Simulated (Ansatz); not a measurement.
cyclo-(F2SiCH2)4 (C4H8F8Si4) was relaxed with r2SCAN-D4 (def2-SVP) in Ansatz in these states: charge +1 doublet, neutral singlet. The geometries follow in no particular order.

A:

| atom | x (Å) | y (Å) | z (Å) |
| --- | --- | --- | --- |
| Si1 | 0.105 | 2.105 | 0.044 |
| F2 | 0.396 | 3.633 | 0.424 |
| F3 | -0.702 | 2.042 | -1.348 |
| C4 | 1.773 | 1.268 | -0.241 |
| Si5 | 1.993 | -0.413 | 0.549 |
| F6 | 3.558 | -0.753 | 0.557 |
| F7 | 1.462 | -0.288 | 2.064 |
| C8 | 1.102 | -1.881 | -0.234 |
| Si9 | -0.209 | -1.465 | -1.501 |
| F10 | 0.428 | -0.360 | -2.484 |
| F11 | -0.533 | -2.795 | -2.332 |
| C12 | -1.853 | -0.776 | -0.879 |
| Si13 | -1.889 | -0.227 | 0.908 |
| F14 | -1.188 | -1.395 | 1.767 |
| F15 | -3.421 | -0.085 | 1.351 |
| C16 | -1.022 | 1.389 | 1.355 |
| H17 | 1.921 | 1.251 | -1.337 |
| H18 | 2.565 | 1.913 | 0.187 |
| H19 | 1.851 | -2.503 | -0.762 |
| H20 | 0.712 | -2.484 | 0.607 |
| H21 | -2.130 | 0.030 | -1.583 |
| H22 | -2.621 | -1.569 | -0.971 |
| H23 | -0.503 | 1.202 | 2.312 |
| H24 | -1.795 | 2.159 | 1.546 |

B:

```tsv
atom	x (Å)	y (Å)	z (Å)
Si1	-1.330	1.646	0.007
F2	-2.180	2.970	0.389
F3	-1.845	1.192	-1.466
C4	0.465	2.108	-0.106
Si5	1.708	1.016	0.726
F6	3.100	1.831	0.873
F7	1.170	0.769	2.239
C8	2.067	-0.630	-0.055
Si9	0.979	-1.202	-1.441
F10	0.877	0.034	-2.491
F11	1.729	-2.400	-2.231
C12	-0.739	-1.762	-1.011
Si13	-1.357	-1.461	0.708
F14	-0.202	-1.995	1.718
F15	-2.649	-2.401	0.969
C16	-1.794	0.284	1.173
H17	0.717	2.209	-1.177
H18	0.567	3.111	0.349
H19	3.095	-0.575	-0.460
H20	2.073	-1.387	0.749
H21	-1.431	-1.305	-1.740
H22	-0.768	-2.856	-1.173
H23	-1.359	0.483	2.168
H24	-2.894	0.320	1.282
```

**Question.** Judge from the bond lengths which geometry belongs to which state (an estimate).

**Answer.** A is the charge +1 doublet (Si13–C16 1.887 Å, Si5–C8 1.887 Å, Si9–C12 1.887 Å); B is the neutral singlet (Si13–C16 1.857 Å, Si5–C8 1.857 Å, Si9–C12 1.857 Å).
